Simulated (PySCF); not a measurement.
Ru(O)2(OH)4 (H₄O₆Ru), SMILES [OH][Ru](=[O])(=[O])([OH])([OH])[OH], multiplicity 1.

Coordinates come from a PBE0-D3(BJ)/def2-SVP optimisation. The multiplicity is an assumed one; other spin states were not compared. The def2 effective core potentials stand for the cores of Ru; spin–orbit coupling is left out. One conformer was computed; it need not be the lowest.

Method: B3LYP/def2-TZVP run with PySCF.

Gas-phase values at a fixed geometry.

```yaml
total_energy: -548.75118 hartree
highest_occupied_level: -8.85 eV
lowest_empty_level: -5.58 eV
orbital_gap: 3.26 eV
dipole_moment: 0.38 D
quadrupole, principal values (traceless, Buckingham form, about the centre of nuclear charge): -7.27, 0.42, 6.85 D·Å
mean_static_polarisability: 74.0 bohr³ (10.97 Å³)
polarisability_principal_values: 69.3, 70.8, 81.9 bohr³
```
